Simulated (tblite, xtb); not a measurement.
C2H3O (SMILES C[C]=O), doublet, at a GFN2-xTB geometry. Base run: xtb with GFN1-xTB.

Geometry (Å):
```xyz
6

C     -0.9828    -0.6403     0.0092
C      0.0089     0.4568     0.0036
H     -0.5147    -1.6296    -0.0057
H     -1.6023    -0.5387     0.8982
H     -1.6280    -0.5245    -0.8596
O      1.1985     0.4742    -0.0137
```
Charge 0, spin multiplicity 2.
All else is at xtb's defaults.
Base energy -10.45006 Eh.

Programs used: tblite, xtb; a row that names a program was run with it.

Each row names what was changed in the base input (with any setting that the change needs).

```csv
change,ΔE vs base (kcal/mol),dipole (D),G_solv (kcal/mol),SCF cycles
base,0.000,3.36,-,9
"program = tblite; method = gfn1; option = (--etemp, 2000)",-0.064,-,-,-
"program = tblite; method = gfn1; option = (--alpb, water)",-2.34,-,-,-
gbsa = methanol,-3.76,3.86,-4.52,9
file = coord,0.000,3.36,-,9
acc = 1000,0.000,3.36,-,6
program = tblite; method = gfn1,0.000,-,-,-
etemp = 3000,-0.470,3.37,-,9
alpb = acetone,-2.67,3.72,-3.09,10
```

ALPB and GBSA are two models with their own fitted parameters for each solvent, which aren't always the measured dielectric constant.
